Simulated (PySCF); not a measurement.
CH₂NO, SMILES O=[C]N, multiplicity 2.

Geometry optimised at PBE0-D3(BJ)/def2-TZVP. The isomer is the one that the SMILES or the coordinates give; other isomers of the formula were not compared. One conformer was computed; it need not be the lowest.

Calculation: PBE0-D3(BJ)/def2-TZVP (PySCF).

Frequencies are harmonic and unscaled.

Q: List the normal modes with their intensities. (Estimate from the structure and the level; the computed values follow.)

A: 
```csv
mode,ν (cm⁻¹),IR (km/mol),moving atoms (share of kinetic energy)
1,299,216.4,"H 79 %, N 20 %"
2,534,5.6,"O 30 %, C 29 %, H 29 %, N 12 %"
3,639,0.9,"H 66 %, C 24 %"
4,1105,1.2,"H 56 %, N 29 %, O 14 %"
5,1254,45.1,"C 47 %, N 29 %, H 19 %"
6,1609,59.4,"H 86 %, N 14 %"
7,1903,342.7,"C 63 %, O 34 %"
8,3523,6.1,H 95 %
9,3736,77.4,"H 92 %, N 8 %"
```
